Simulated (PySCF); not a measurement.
C₅H₇FO₂.
SMILES with atom numbers: `[O:1]=[C:2]1[CH2:3][CH2:4][CH2:5][C@@H:6]([F:7])[O:8]1` (hydrogens: H9, H10 on C3; H11, H12 on C4; H13, H14 on C5; H15 on C6)

Geometry (PBE0-D3(BJ)/def2-SVP, Å), atoms numbered from 1 in this order:
```xyz
15
C5H7FO2 angstrom
O     -0.9547    2.1833    1.8041
C     -0.4606    1.4768    0.9798
C     -1.1462    0.3606    0.2372
C     -0.2517   -0.8782    0.2285
C      1.1290   -0.5576   -0.3570
C      1.3852    0.9389   -0.4132
F      0.8297    1.4500   -1.5617
O      0.8644    1.6310    0.6773
H     -2.1126    0.1807    0.7238
H     -1.3367    0.7031   -0.7924
H     -0.7358   -1.6917   -0.3302
H     -0.1430   -1.2370    1.2636
H      1.9252   -1.0250    0.2401
H      1.2386   -0.9338   -1.3846
H      2.4578    1.1823   -0.4332
```

Method used: TDDFT PBE0/def2-SVPD, vertical, gas phase, core orbitals frozen in the response in PySCF 2.14.0, density-fitted response routines.

Kohn–Sham orbitals with the atoms that hold most of them (Löwdin shares over 4%, at most four atoms; ? is withheld):

```json
{"orbital": "HOMO-3", "ε (eV)": "-10.04", "atoms": "C4 21%, C5 13%, H12 12%, C3 11%"}
{"orbital": "HOMO-2", "ε (eV)": "-9.88", "atoms": "O8 22%, F7 16%, O1 13%, C5 10%"}
{"orbital": "HOMO-1", "ε (eV)": "-9.19", "atoms": "?"}
{"orbital": "HOMO", "ε (eV)": "-8.10", "atoms": "?"}
{"orbital": "LUMO", "ε (eV)": "-0.19", "atoms": "C2 33%, O1 27%, O8 10%, C3 8%"}
{"orbital": "LUMO+1", "ε (eV)": "0.41", "atoms": "C5 15%, H13 11%, C4 11%, C6 9%"}
{"orbital": "LUMO+2", "ε (eV)": "1.08", "atoms": "H15 13%, H9 9%, C3 9%, H13 8%"}
```

Give the leading atoms of the HOMO.

O1 (bonded to C) 59%; C2 (bonded to C and 2 O) 10%; C3 (bonded to 2 C and 2 H) 10%; O8 (bonded to 2 C) 9%. By element: oxygen 68%, carbon 20% or more.

Which atoms hold the HOMO-1, and with what shares?

O8 (bonded to 2 C) 32%; O1 (bonded to C) 30%; C5 (bonded to 2 C and 2 H) 8%; C2 (bonded to C and 2 O) 7%. By element: oxygen 62%, carbon 16% or more.

The HOMO–LUMO gap is 7.91 eV. Where does the response calculation put the lowest singlet, and from which orbitals?

S1 is at 5.66 eV (f = 0.0016), 2.25 eV below the gap, made of HOMO→LUMO (92%). Without the coupling terms of the response equations the lowest excitation would equal the gap.

One configuration dominates each of S1, S2 and S3. Which, and how do the shares of the two leading atoms of either orbital change from the occupied to the empty one?

- S1 (5.66 eV, f 0.0016), HOMO→LUMO (92%): O1 59% → 27%, C2 10% → 33%; low, almost dark, from the terminal oxygen into the C=O bond, the pattern of n→π*
- S2 (7.48 eV, f 0.0016), HOMO→LUMO+1 (90%): O1 59% → at most 9%, C2 10% → at most 9%, C5 at most 10% → 15%, H13 at most 10% → 11%
- S3 (7.75 eV, f 0.058), HOMO-1→LUMO (73%): O8 32% → 10%, O1 30% → 27%, C2 7% → 33%

Cost: about 2 min of CPU time on one thread (with the writing of density and orbital grids); the machine was shared, so the figure is rough.

One conformer stands for the species.
